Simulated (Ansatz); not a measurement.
`CC(F)=C=C[SiH3]` + `CN([SiH3])[SiH2]F` → `F[SiH2]N([SiH3])[SiH3]` + `CC=C=C(C)F`  (formal exchange of groups at the Si–C bond)

Isolated molecules relaxed with PBE0-D4/def2-TZVP in Ansatz; ΔE leaves out vibrations. CBS: MP2 limit from def2 TZ/QZ plus the TZ coupled-cluster correction, frozen cores. DFT in def2-TZVPP. B3LYP here is the variant with VWN-RPA as its local correlation; programs differ in this. One conformer a species, not always the lowest.

```json
{"level": "PBE-D4", "ΔE (kJ/mol)": "-89.3", "difference from CCSD(T)/CBS": "10.3"}
{"level": "r2SCAN-D4", "ΔE (kJ/mol)": "-97.5", "difference from CCSD(T)/CBS": "2.1"}
{"level": "PBE0-D4", "ΔE (kJ/mol)": "-94.3", "difference from CCSD(T)/CBS": "5.3"}
{"level": "B3LYP-D4", "ΔE (kJ/mol)": "-95.0", "difference from CCSD(T)/CBS": "4.6"}
{"level": "ωB97X-V", "ΔE (kJ/mol)": "-95.4", "difference from CCSD(T)/CBS": "4.2"}
{"level": "ωB97M-V", "ΔE (kJ/mol)": "-97.3", "difference from CCSD(T)/CBS": "2.3"}
{"level": "B2PLYP", "ΔE (kJ/mol)": "-96.2", "difference from CCSD(T)/CBS": "3.4"}
{"level": "PBE", "ΔE (kJ/mol)": "-87.9", "difference from CCSD(T)/CBS": "11.7"}
{"level": "r2SCAN", "ΔE (kJ/mol)": "-97.3", "difference from CCSD(T)/CBS": "2.3"}
{"level": "PBE0", "ΔE (kJ/mol)": "-93.1", "difference from CCSD(T)/CBS": "6.5"}
{"level": "B3LYP", "ΔE (kJ/mol)": "-92.6", "difference from CCSD(T)/CBS": "7.0"}
{"level": "HF/def2-TZVPP", "ΔE (kJ/mol)": "-102.8", "difference from CCSD(T)/CBS": "-3.2"}
{"level": "MP2/def2-TZVPP", "ΔE (kJ/mol)": "-100.9", "difference from CCSD(T)/CBS": "-1.3"}
{"level": "SCS-MP2/def2-TZVPP", "ΔE (kJ/mol)": "-99.8", "difference from CCSD(T)/CBS": "-0.2"}
{"level": "CCSD/def2-TZVPP", "ΔE (kJ/mol)": "-98.8", "difference from CCSD(T)/CBS": "0.8"}
{"level": "CCSD(T)/def2-TZVPP", "ΔE (kJ/mol)": "-97.7", "difference from CCSD(T)/CBS": "1.9"}
{"level": "HF/def2-QZVPP", "ΔE (kJ/mol)": "-103.8", "difference from CCSD(T)/CBS": "-4.2"}
{"level": "MP2/def2-QZVPP", "ΔE (kJ/mol)": "-102.3", "difference from CCSD(T)/CBS": "-2.7"}
{"level": "SCS-MP2/def2-QZVPP", "ΔE (kJ/mol)": "-101.2", "difference from CCSD(T)/CBS": "-1.6"}
{"level": "HF/CBS(def2)", "ΔE (kJ/mol)": "-103.9", "difference from CCSD(T)/CBS": "-4.3"}
{"level": "MP2/CBS(def2)", "ΔE (kJ/mol)": "-102.8", "difference from CCSD(T)/CBS": "-3.2"}
{"level": "CCSD/CBS(def2)", "ΔE (kJ/mol)": "-100.7", "difference from CCSD(T)/CBS": "-1.1"}
{"level": "CCSD(T)/CBS", "ΔE (kJ/mol)": "-99.6", "difference from CCSD(T)/CBS": "0"}
```

Largest T1 diagnostic among the species: 0.012.

From PBE to PBE0 (25 % exact exchange), in def2-TZVPP and without D4, ΔE moves by −5.3 kJ/mol.
